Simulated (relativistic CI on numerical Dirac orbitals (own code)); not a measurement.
## How well does a small relativistic CI reproduce Zn2+?

Method of calculation: Dirac-Coulomb-Breit CI, KLI orbitals optimised for each configuration, QED by a radiative potential, valence Slater integrals scaled by 0.85, P86 correlation estimate, and configurations built on the next ion tied to the tabulated ionisation energy (semi-empirical) (own radial code, finite nucleus).

Configurations in the expansion (outside the closed core [Ar]): 3d10, 3d9.4s, 3d9.4p, 3d9.4d, 3d9.5s, 3d9.4f, 3d8.4s2, 3d9.5p, 3d8.4s.4p, 3d9.5d, 3d9.5f, 3d9.5g, 3d8.4p2, 3d8.4s.5s. Levels of other configurations are missing.

```csv
Configuration,Term (tabulated),J,Measured (cm⁻¹),Computed,Error,Purity (%)
3d10,1S,0,0.0,0,0,100
3d9.4s,3D,3,78096.3,84319,6223,100
3d9.4s,3D,2,79273.6,85495,6222,90
3d9.4s,3D,1,80850.2,87003,6152,100
3d9.4s,1D,2,83500.3,89828,6328,90
3d9.4p,3P°,2,137866.4,142472,4605,98
3d9.4p,3P°,1,140071.0,144548,4477,97
3d9.4p,3F°,4,141327.0,145718,4391,100
3d9.4p,3P°,0,141392.5,145801,4408,100
3d9.4p,3F°,2,142483.3,146963,4480,94
3d9.4p,3D°,3,145966.6,150075,4108,67
3d9.4p,1P°,1,147498.6,152498,5000,98
3d9.4p,3D°,1,147571.2,151541,3969,97
3d8.4s2,3F,4,190341.3,178820,-11522,96
3d8.4s2,3F,3,192763.7,181193,-11571,97
3d8.4s2,3F,2,194303.3,182714,-11589,95
3d8.4s2,1D,2,208041.3,197122,-10919,77
3d8.4s2,3P,2,211725.5,201342,-10384,78
3d8.4s2,3P,1,211920.7,201804,-10117,96
3d8.4s2,3P,0,212340.3,202197,-10143,96
3d9.4d,3S,1,214357.0,215562,1205,87
3d9.5s,"(5/2,1/2)",3,214878.0,216357,1479,96
3d9.5s,"(5/2,1/2)",2,215340.5,216850,1510,56
3d9.4d,3G †,4,216464.5,217570,1105,60
3d9.4d,3G †,5,216607.4,217370,763,100
3d9.4d,3P,2,217073.8,217609,536,74
3d9.4d,3D,3,217655.8,218310,655,83
3d9.5s,"(3/2,1/2) †",1,217663.7,219053,1389,94
3d9.5s,"(3/2,1/2) †",2,217846.8,219660,1813,49
3d9.4d,3F,4,218041.5,218842,800,71
3d9.4d,3P,0,218428.0,218878,450,99
3d9.4d,3G,3,219684.9,220291,606,63
3d9.4d,3D,1,220006.6,220634,627,76
3d8.4s2,1G,4,221052.2,207175,-13877,96
3d9.4d,1S,0,230606.0,234322,3716,82
3d9.5p,3P°,2,233610.4,234825,1215,94
3d9.5p,3F° †,3,234384.0,235601,1217,56
3d9.5p,3F° †,4,234576.0,235657,1081,93
3d9.5p,3P°,1,234866.9,236127,1260,76
3d9.5p,3D°,3,235623.9,236386,762,60
3d9.5p,3P°,0,236560.0,237657,1097,100
3d9.5p,3F°,2,237047.8,237904,857,59
3d9.5p,1P°,1,237506.8,239155,1648,75
3d8.4s.4p,5D°,4,240911.0,227004,-13907,96
3d8.4s.4p,5D°,3,242741.0,228795,-13946,93
3d8.4s.4p,5D°,2,244248.0,230286,-13962,94
```

Measured levels from Sugar and Musgrove, J. Phys. Chem. Ref. Data 24, 1803 (1995); pairs were made by configuration, J and term (by order where the table uses no LS term), so strongly mixed levels may be paired wrongly.

Mean error by configuration (cm⁻¹): 3d9.4s 6231; 3d9.4p 4430; 3d8.4s2 -11265; 3d9.4d 1074; 3d9.5s 1494; 3d9.5p 1140; 3d8.4s.4p -13939. Over the excited levels the mean absolute error is 5403 cm⁻¹ (45 of the 56 excited levels that our extract of the source holds in range could be paired, and the others can miss by more), and the median relative error of those above 1,000 cm⁻¹ is 3.1 %. † marks terms whose computed intervals miss the measured ones by more than a factor of 2.5, or configurations far off the rest, from wrong mixing, a near crossing or a doubtful label or measurement; they are left out of the means.
